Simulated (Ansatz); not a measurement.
One change: `C[O][SnH2][NH2]` becomes `C[O][SnH2][SH]`.

Ansatz, PBE0-D4/def2-TZVP geometries, multiplicity 1. Each molecule was computed in one conformer, which needn't be the lowest.

Elements past krypton have def2 core potentials.

```csv
property,`C[O][SnH2][NH2]`
size of the dipole moment (PBE/def2-TZVPP) / D,2.16
HOMO–LUMO gap (B3LYP/def2-TZVPP) / eV,6.70
HOMO energy (PBE0/def2-TZVPP) / eV,-7.29
HOMO energy (ωB97M-V/def2-TZVPP) / eV,-9.68
LUMO energy (PBE0/def2-TZVPP) / eV,-0.05
HOMO–LUMO gap (PBE/def2-TZVPP) / eV,4.89
```

**Question.** What does the change do to each property? (Best estimate.)

**Answer.** The calculation gave: 
```
                                      property  `C[O][SnH2][SH]`  shift
size of the dipole moment (PBE/def2-TZVPP) / D              1.88  -0.28
         HOMO–LUMO gap (B3LYP/def2-TZVPP) / eV              6.36  -0.34
            HOMO energy (PBE0/def2-TZVPP) / eV             -7.53  -0.24
         HOMO energy (ωB97M-V/def2-TZVPP) / eV             -9.75  -0.07
            LUMO energy (PBE0/def2-TZVPP) / eV             -0.60  -0.55
           HOMO–LUMO gap (PBE/def2-TZVPP) / eV              4.56  -0.33
```

With PBE0 the HOMO falls by 0.24 eV and the LUMO falls by 0.55 eV, so the gap narrows by about 0.31 eV. PBE moves the HOMO by -0.31 eV and ωB97M-V by -0.07 eV. Dipoles are sizes alone; their direction can turn.

B3LYP here is the variant with VWN-RPA as its local correlation; programs differ in this.
